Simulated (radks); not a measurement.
Gd2+, 62 electrons, occupied as [Xe] 4f7 5d1.

All-electron calculation, non-relativistic Kohn-Sham, TPSS, spin-polarised, spherical densities, point nucleus; open shells are filled with parallel spins first (spin-orbit coupling, left out, can overturn this in heavy ions); meta-GGA in the generalised Kohn-Sham scheme; relativity is left out, which matters for an element this heavy. Program: a radial shooting solver on a logarithmic mesh with Libxc functionals.

Energy parts (eV):
total: -294508.16
kinetic: 294421.39
electron-nucleus: -697919.49
Hartree: 115494.03
exchange-correlation: -6504.08

Orbitals (lengths in bohr, moments of r in powers of bohr; r(max) is where P^2 peaks):
| orbital | occ. | eigenvalue (eV) | <1/r> | <r^2> | r(max) |
|---|---|---|---|---|---|
| 1s up | 1 | -47128.49 | 63.47 | 0.0007505 | 0.01571 |
| 1s down | 1 | -47128.49 | 63.47 | 0.0007505 | 0.01571 |
| 2s up | 1 | -7515.893 | 14.75 | 0.01194 | 0.08604 |
| 2s down | 1 | -7515.826 | 14.76 | 0.01194 | 0.08604 |
| 2p up | 3 | -7148.152 | 14.77 | 0.008884 | 0.06702 |
| 2p down | 3 | -7148.104 | 14.77 | 0.008884 | 0.06702 |
| 3s up | 1 | -1671.486 | 5.565 | 0.07729 | 0.2396 |
| 3s down | 1 | -1668.674 | 5.572 | 0.07713 | 0.2395 |
| 3p up | 3 | -1507.891 | 5.500 | 0.07245 | 0.2270 |
| 3p down | 3 | -1505.225 | 5.507 | 0.07227 | 0.2269 |
| 3d up | 5 | -1204.145 | 5.397 | 0.05799 | 0.1815 |
| 3d down | 5 | -1202.033 | 5.403 | 0.05780 | 0.1814 |
| 4s up | 1 | -344.1644 | 2.372 | 0.3887 | 0.5472 |
| 4s down | 1 | -337.9312 | 2.370 | 0.3890 | 0.5468 |
| 4p up | 3 | -280.1622 | 2.278 | 0.4105 | 0.5527 |
| 4p down | 3 | -273.8231 | 2.275 | 0.4111 | 0.5522 |
| 4d up | 5 | -166.4301 | 2.074 | 0.4686 | 0.5599 |
| 4d down | 5 | -159.9293 | 2.070 | 0.4712 | 0.5592 |
| 4f up | 7 | -28.1882 | 1.585 | 0.8477 | 0.5549 |
| 4f down | 0 | -22.0443 | 1.545 | 0.9503 | 0.5560 |
| 5s up | 1 | -58.3964 | 0.9259 | 2.246 | 1.271 |
| 5s down | 1 | -55.3057 | 0.9065 | 2.322 | 1.286 |
| 5p up | 3 | -40.8945 | 0.8226 | 2.817 | 1.383 |
| 5p down | 3 | -38.2664 | 0.8021 | 2.939 | 1.401 |
| 5d up | 1 | -16.0946 | 0.5677 | 5.988 | 1.823 |
| 5d down | 0 | -14.5406 | 0.5406 | 6.547 | 1.897 |

The highest occupied level is 5d up at -16.095 eV. The configuration is held as typed, so some empty levels lie below it. The spin density at the nucleus is -0.270 e/bohr^3 (1s 0.002, 2s -0.314, 3s -5.388, 4s 1.293, 5s 4.137). Virial ratio -V/T = 2.00029.
